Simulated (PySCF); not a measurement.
C₂H₈Si₂, SMILES [SiH2]1C[SiH2]C1, singlet, B3LYP/def2-SVP optimised geometry.

```
12

C     -0.77    -1.26    -1.70
Si    -1.53     0.50    -1.71
C     -0.77     0.90     0.00
Si     0.01    -0.85     0.00
H     -0.05    -1.45    -2.51
H     -1.50    -2.08    -1.70
H     -1.03     1.38    -2.82
H     -3.03     0.52    -1.73
H     -0.05     1.73     0.01
H     -1.50     1.08     0.80
H      1.50    -0.85     0.00
H     -0.47    -1.73     1.11
```

Density from B3LYP/def2-TZVP run with PySCF 2.14.0 at that geometry.

Minimum of the electron density along straight lines between bonded atoms, close to the bond critical point (lines longer than 1.1 times the sum of covalent radii, or with two minima, are not listed):

```tsv
bond	length / Å	ρ at the minimum / e bohr⁻³	∇²ρ there / e bohr⁻⁵	position (fraction from the first atom)
C1–Si2	1.916	0.113	0.14	0.61
Si2–C3	1.916	0.113	0.14	0.39
C1–Si4	1.916	0.113	0.14	0.61
C3–Si4	1.916	0.113	0.14	0.61
C1–H5	1.101	0.265	-0.86	0.64
C1–H6	1.101	0.265	-0.86	0.64
Si2–H7	1.494	0.120	0.13	0.49
Si2–H8	1.494	0.120	0.13	0.49
C3–H9	1.101	0.265	-0.86	0.64
C3–H10	1.101	0.265	-0.86	0.64
Si4–H11	1.494	0.120	0.13	0.49
Si4–H12	1.494	0.120	0.13	0.49
```
